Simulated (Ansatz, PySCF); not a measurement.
C4H7NSi, SMILES N[SiH2]C(=C)C#C.

The structure is a stationary point at B3LYP-D3(BJ)/def2-SVP. The structure was generated by enumeration, and PubChem lists no compound with its InChIKey, so it may never have been made. The values are those of a single conformer.

Vertical ionisation energy (IE) and electron affinity (EA) in eV. Rows of orbital energies are one-electron estimates. Where ΔSCF, EOM or ADC give a negative EA the extra electron is unbound and the value depends on the basis.

```csv
level,IE,EA
"−ε(HOMO), −ε(LUMO), r2SCAN/def2-TZVP (PySCF)",___,___
"−ε(HOMO), −ε(LUMO), PBE/def2-TZVP (PySCF)",5.99,2.12
"ΔSCF, PBE0/def2-SVPD (Ansatz), final states of multiplicity 2 and 2",8.99,-0.50
"ΔSCF, PBE/def2-SVPD (Ansatz), final states of multiplicity 2 and 2",8.68,-0.44
```

Task: Complete the blanks. (The exact figures need the calculation; the answer reports its results.)

Result: 
- −ε(HOMO), −ε(LUMO), r2SCAN/def2-TZVP (PySCF), IE: 6.25
- −ε(HOMO), −ε(LUMO), r2SCAN/def2-TZVP (PySCF), EA: 1.97

Task: What vertical singlet–triplet gap does ΔSCF give with PBE0/def2-SVPD (Ansatz, a first-principles code) and with PBE/def2-SVPD (Ansatz)? (Estimate from the structure and the level; the computed values follow.)

Result: 3.29 and 3.32 eV (triplet above singlet where positive).
